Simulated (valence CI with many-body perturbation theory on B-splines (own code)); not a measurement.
**E1 transitions of Au XLVII**

Level of theory: relativistic CI+MBPT: five valence electrons over a frozen Dirac-Fock core [Ar] 3d10, radial functions for each j: 11 s, 11 p, 10 d, 8 f, 5 g, 2 h, with the one-electron correlation potential Σ1 (screened to all orders), the two-electron term Σ2, the three-electron term Σ3, Breit, model QED; selected single and double excitations, second order for the rest, scaled by the run's own slope (own B-spline code, finite nucleus).

No measured spectrum was set against this ion. As an estimate, large intervals hold to a few tenths of a per cent, small ones and those within an open d or f shell to about a per cent. Among the levels kept, up to 2100 cm⁻¹ of a level comes from second order outside the variational space, and about a tenth of that is noise between levels of different J, which matters for small intervals.

Lines 201 to 250 of 541 in falling wavelength, among levels below 667.08 eV, chosen from the strongest by gf and those to the six lowest levels. Wavelengths and rates use the calculated energies. Electric multipoles are in the length gauge with retardation, E1 and E2 with the static RPA response of the core. Weak lines are less certain than strong ones. Lines between different terms over intervals too small for the method are left out, as are lines whose strength nearly cancels. Where a level lies close to another of its J and parity, the split of strength between their lines is uncertain. The highest levels of a list are the least certain.

Levels are named by their leading jj configuration (3d3/2^4 stands for four electrons in 3d with j = 3/2), which in mixed levels can hold well under half, so a name can repeat and another be missing. Letters in brackets count levels of one name in rising energy.

| λ vac (nm) | Upper | Lower | A (s⁻¹) | S (a.u.) |
| --- | --- | --- | --- | --- |
| 5.535 | (4s^2 4p1/2 4p3/2 4f5/2) J=5/2 [a] | (4s^2 4p1/2 4p3/2 4d3/2) J=3/2 [a] | 6.30e+10 | 3.16e-02 |
| 5.533 | (4s 4p1/2^2 4p3/2 4f5/2) J=3/2 [b] | (4s 4p1/2^2 4p3/2 4d3/2) J=1/2 [b] | 1.33e+11 | 4.44e-02 |
| 5.531 | (4s 4p1/2 4p3/2^2 4d3/2) J=3/2 [e] | (4s^2 4p1/2 4p3/2 4d5/2) J=1/2 | 8.42e+10 | 2.81e-02 |
| 5.527 | (4s^2 4p1/2 4p3/2 4f5/2) J=7/2 | (4s^2 4p1/2 4p3/2 4d3/2) J=5/2 [a] | 1.14e+11 | 7.58e-02 |
| 5.505 | (4s^2 4p1/2^2 4f5/2) J=5/2 | (4s^2 4p1/2^2 4d3/2) J=3/2 | 1.18e+11 | 5.85e-02 |
| 5.502 | (4s^2 4p1/2 4p3/2 4d5/2) J=1/2 | (4s^2 4p1/2 4p3/2^2) J=3/2 | 1.30e+11 | 2.14e-02 |
| 5.502 | (4s^2 4p1/2 4p3/2 4f7/2) J=9/2 [a] | (4s^2 4p1/2 4p3/2 4d3/2) J=7/2 | 8.53e+10 | 7.01e-02 |
| 5.502 | (4s 4p1/2^2 4p3/2 4f7/2) J=9/2 [a] | (4s 4p1/2^2 4p3/2 4d3/2) J=7/2 | 1.94e+11 | 1.60e-01 |
| 5.498 | (4s^2 4p1/2 4p3/2 4f7/2) J=3/2 | (4s^2 4p1/2 4p3/2 4d5/2) J=3/2 [a] | 9.89e+10 | 3.24e-02 |
| 5.486 | (4s 4p1/2 4p3/2^2 4d3/2) J=7/2 [a] | (4s^2 4p1/2 4p3/2 4d3/2) J=5/2 [b] | 6.14e+10 | 4.00e-02 |
| 5.484 | (4s 4p1/2^2 4p3/2 4f7/2) J=5/2 | (4s 4p1/2^2 4p3/2 4d3/2) J=3/2 [b] | 1.88e+11 | 9.18e-02 |
| 5.454 | (4s 4p1/2^2 4p3/2 4d3/2) J=5/2 [b] | (4s^2 4p1/2^2 4d5/2) J=5/2 | 2.69e+09 | 1.29e-03 |
| 5.449 | (4s 4p1/2 4p3/2^2 4d5/2) J=9/2 [b] | (4s^2 4p1/2 4p3/2 4d5/2) J=7/2 [b] | 2.90e+11 | 2.31e-01 |
| 5.428 | (4s 4p1/2 4p3/2^2 4d5/2) J=5/2 [e] | (4s 4p1/2 4p3/2^3) J=3/2 [a] | 4.08e+11 | 1.93e-01 |
| 5.425 | (4s 4p1/2^2 4p3/2 4f5/2) J=7/2 [a] | (4s 4p1/2^2 4p3/2 4d3/2) J=5/2 [a] | 2.88e+11 | 1.81e-01 |
| 5.420 | (4s 4p1/2^2 4d3/2 4d5/2) J=7/2 [b] | (4s^2 4p1/2^2 4f5/2) J=5/2 | 5.85e+10 | 3.68e-02 |
| 5.417 | (4s 4p1/2^2 4d5/2^2) J=9/2 | (4s 4p1/2^2 4p3/2 4d3/2) J=7/2 | 2.95e+11 | 2.31e-01 |
| 5.404 | (4s 4p1/2^2 4p3/2 4f5/2) J=5/2 [a] | (4s 4p1/2^2 4p3/2 4d3/2) J=3/2 [a] | 3.14e+11 | 1.47e-01 |
| 5.397 | (4s 4p1/2^2 4p3/2 4d5/2) J=5/2 [b] | (4s 4p1/2^2 4p3/2^2) J=5/2 | 6.94e+10 | 3.23e-02 |
| 5.391 | (4s 4p1/2^2 4p3/2 4f5/2) J=5/2 [a] | (4s 4p1/2^2 4p3/2 4d3/2) J=5/2 [a] | 1.22e+11 | 5.67e-02 |
| 5.362 | (4s^2 4p1/2 4p3/2 4f7/2) J=9/2 [b] | (4s^2 4p1/2 4p3/2 4d3/2) J=7/2 | 6.19e+10 | 4.71e-02 |
| 5.356 | (4s 4p1/2^2 4p3/2 4f5/2) J=3/2 [a] | (4s 4p1/2^2 4p3/2 4d3/2) J=1/2 [a] | 1.42e+11 | 4.32e-02 |
| 5.353 | (4s 4p1/2^2 4p3/2 4f5/2) J=3/2 [a] | (4s 4p1/2^2 4p3/2 4d3/2) J=3/2 [a] | 1.99e+11 | 6.04e-02 |
| 5.343 | (4s 4p1/2^2 4p3/2 4f5/2) J=1/2 | (4s 4p1/2^2 4p3/2 4d3/2) J=1/2 [a] | 3.32e+11 | 4.99e-02 |
| 5.317 | (4s^2 4p1/2 4p3/2 4f7/2) J=9/2 [c] | (4s^2 4p1/2 4p3/2 4d3/2) J=7/2 | 5.53e+10 | 4.10e-02 |
| 5.304 | (4s 4p1/2 4p3/2^2 4d3/2) J=3/2 [a] | (4s^2 4p1/2 4p3/2 4d3/2) J=1/2 [a] | 1.08e+11 | 3.19e-02 |
| 5.302 | (4s 4p1/2 4p3/2^2 4d5/2) J=7/2 [b] | (4s^2 4p1/2 4p3/2 4d5/2) J=5/2 [a] | 3.93e+10 | 2.31e-02 |
| 5.289 | (4s 4p1/2 4p3/2^2 4d5/2) J=7/2 [a] | (4s^2 4p1/2 4p3/2 4d3/2) J=5/2 [b] | 2.67e+11 | 1.56e-01 |
| 5.284 | (4s^2 4p1/2 4p3/2 4f7/2) J=7/2 [b] | (4s^2 4p1/2 4p3/2 4d3/2) J=7/2 | 4.24e+10 | 2.47e-02 |
| 5.276 | (4s 4p1/2 4p3/2^3) J=3/2 [a] | (4s^2 4p1/2 4p3/2^2) J=1/2 | 2.76e+10 | 7.99e-03 |
| 5.263 | (4s 4p1/2 4p3/2^2 4d5/2) J=1/2 [b] | (4s^2 4p1/2 4p3/2 4d5/2) J=3/2 [b] | 3.10e+11 | 4.46e-02 |
| 5.257 | (4s 4p1/2 4p3/2^2 4d3/2) J=1/2 [a] | (4s^2 4p1/2 4p3/2 4d3/2) J=1/2 [a] | 3.22e+11 | 4.62e-02 |
| 5.257 | (4s 4p1/2 4p3/2^2 4d5/2) J=9/2 [a] | (4s^2 4p1/2 4p3/2 4d5/2) J=7/2 [a] | 4.26e+11 | 3.05e-01 |
| 5.249 | (4s^2 4p1/2 4p3/2 4f7/2) J=5/2 [a] | (4s^2 4p1/2 4p3/2 4d3/2) J=3/2 [a] | 1.61e+11 | 6.91e-02 |
| 5.248 | (4s 4p1/2^2 4p3/2 4f7/2) J=9/2 [a] | (4s^2 4p1/2^2 4f7/2) J=7/2 | 1.26e+11 | 8.97e-02 |
| 5.248 | (4s 4p1/2 4p3/2^2 4d3/2) J=5/2 [a] | (4s^2 4p1/2 4p3/2 4d3/2) J=3/2 [b] | 1.77e+11 | 7.56e-02 |
| 5.237 | (4s^2 4p1/2 4p3/2 4f7/2) J=5/2 [a] | (4s^2 4p1/2 4p3/2 4d3/2) J=5/2 [a] | 9.18e+10 | 3.90e-02 |
| 5.226 | (4s 4p1/2^2 4p3/2 4f7/2) J=7/2 [a] | (4s 4p1/2^2 4p3/2 4d3/2) J=5/2 [a] | 4.47e+10 | 2.52e-02 |
| 5.224 | (4s 4p1/2^2 4p3/2 4d3/2) J=5/2 [a] | (4s^2 4p1/2^2 4d3/2) J=3/2 | 8.02e+09 | 3.39e-03 |
| 5.212 | (4s 4p1/2^2 4p3/2 4d3/2) J=3/2 [a] | (4s^2 4p1/2^2 4d3/2) J=3/2 | 1.70e+10 | 4.75e-03 |
| 5.203 | (4s 4p1/2 4p3/2^2 4d3/2) J=3/2 [c] | (4s^2 4p1/2 4p3/2 4d3/2) J=1/2 [b] | 2.39e+11 | 6.65e-02 |
| 5.179 | (4s 4p1/2 4p3/2^2 4d5/2) J=11/2 | (4s^2 4p1/2 4p3/2 4d5/2) J=9/2 | 2.77e+11 | 2.28e-01 |
| 5.175 | (4s 4p1/2^2 4p3/2 4d5/2) J=5/2 [a] | (4s^2 4p1/2^2 4d5/2) J=5/2 | 1.67e+11 | 6.84e-02 |
| 5.171 | (4s 4p1/2^2 4d5/2^2) J=9/2 | (4s^2 4p1/2^2 4f7/2) J=7/2 | 4.58e+10 | 3.13e-02 |
| 5.166 | (4s^2 4p1/2 4p3/2 4f5/2) J=3/2 [b] | (4s^2 4p1/2 4p3/2 4d3/2) J=1/2 [a] | 1.45e+11 | 3.96e-02 |
| 5.163 | (4s^2 4p1/2 4p3/2 4f5/2) J=1/2 | (4s^2 4p1/2 4p3/2 4d3/2) J=1/2 [a] | 2.04e+11 | 2.77e-02 |
| 5.162 | (4s^2 4p1/2 4p3/2 4f5/2) J=3/2 [b] | (4s^2 4p1/2 4p3/2 4d3/2) J=3/2 [a] | 2.34e+11 | 6.36e-02 |
| 5.152 | (4s 4p1/2^2 4p3/2 4f5/2) J=7/2 [a] | (4s^2 4p1/2^2 4f5/2) J=5/2 | 9.09e+10 | 4.91e-02 |
| 5.151 | (4s^2 4p1/2 4p3/2 4f7/2) J=5/2 [b] | (4s^2 4p1/2 4p3/2 4d3/2) J=3/2 [a] | 1.30e+11 | 5.25e-02 |
| 5.144 | (4s 4p1/2^2 4p3/2^2) J=5/2 | (4s^2 4p1/2^2 4p3/2) J=3/2 | 2.57e+11 | 1.04e-01 |
